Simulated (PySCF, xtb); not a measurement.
silylphosphine cation (H5PSi), SMILES P[SiH3] (connectivity only; charge and spin as stated), charge +1, multiplicity 2.

Harmonic wavenumbers (cm⁻¹) from GFN2-xTB in xtb at its own minimum, in rising order: 75, 216, 242, 294, 440, 467, 702, 703, 714, 1008, 2277, 2320, 2329, 2335, 2390.

What does PySCF with B3LYP-D3(BJ)/def2-TZVP give at its own minimum? (The exact figures need the calculation; the answer reports its results.)

112, 337, 366, 389, 575, 651, 838, 918, 924, 1072, 2252, 2302, 2323, 2466, 2503. Paired by order, the mean absolute difference is 108 cm⁻¹ and the zero-point energies are 23.6 and 25.8 kcal/mol.
